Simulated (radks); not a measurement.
All-electron atom: Ge VIII in [Ar] 3d7 (the NIST ground configuration). Method: non-relativistic Kohn-Sham, LB94 model potential, spin-polarised, spherical densities, point nucleus; open shells are filled with parallel spins first; computed with a radial shooting solver on a logarithmic mesh with Libxc functionals.

X-ray form factor f0, the Fourier transform of the density (f0(0) = 25):

sin(theta)/lambda (1/angstrom),f0 (electrons)
0.05,24.866
0.1,24.470
0.15,23.833
0.2,22.987
0.25,21.971
0.3,20.829
0.4,18.348
0.5,15.865
0.6,13.607
0.8,10.159
1,8.063
1.25,6.626
1.5,5.758
2,4.399
